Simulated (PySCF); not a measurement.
## `Cc1ccncc1C=O`, C$_{7}$H$_{7}$NO

Geometry (Å), atoms numbered from 1 in this order:
```xyz
16

C    -1.5228    1.4135   -0.1095
C    -0.2822    0.5766    0.0019
C     0.9815    1.1645   -0.0848
C     2.1234    0.3730    0.0200
N     2.0974   -0.9463    0.2030
C     0.9030   -1.5149    0.2870
C    -0.3110   -0.8185    0.1954
C    -1.5701   -1.5887    0.3066
O    -1.6188   -2.7828    0.4717
H    -1.2645    2.4708   -0.2559
H    -2.1439    1.3412    0.7965
H    -2.1487    1.0995   -0.9589
H     1.0783    2.2426   -0.2346
H     3.1149    0.8364   -0.0484
H     0.8645   -2.5995    0.4377
H    -2.5122   -0.9926    0.2278
```

Computed, not measured: TDDFT CAM-B3LYP/aug-cc-pVDZ excited states, vertical, gas phase (PySCF). Geometry: PBE0-D3(BJ)/def2-SVP.

Singlets 3 and 4 lie within 0.01 eV of each other, so their separate moments and overlaps can depend on how they mix.

Q: Give the one- and two-photon strengths of the lowest singlets.

A: δ for parallel linear polarisation; σ at the peak of a Lorentzian of half width 0.1 eV, single beam; Ω is circular over linear.
```
state  E (eV)      f  photon λ (nm)  δ (au)  σ (GM)     Ω                                  main
   S1    3.65  0.000            680    <0.1    0.00     –      HOMO→LUMO 0.75, HOMO−2→LUMO 0.15
   S2    4.62  0.000            537    0.36    0.00  1.50      HOMO−2→LUMO 0.71, HOMO→LUMO 0.18
   S3    5.11  0.003            485    0.88    0.01  1.50  HOMO→LUMO+1 0.73, HOMO−2→LUMO+1 0.20
   S4    5.12  0.080            485    58.9    0.56  1.35    HOMO−1→LUMO 0.49, HOMO−3→LUMO 0.29
   S5    5.32  0.167            466    93.2    0.97  0.59    HOMO−1→LUMO 0.44, HOMO−3→LUMO 0.41
   S6    6.41  0.277            387    8.52    0.13  1.15  HOMO−1→LUMO+1 0.67, HOMO−3→LUMO 0.26
```

Among these, the strongest one-photon state is S6, the strongest two-photon state S5, with a dipole change of 2.0 D (relaxed, norm of the difference vector).
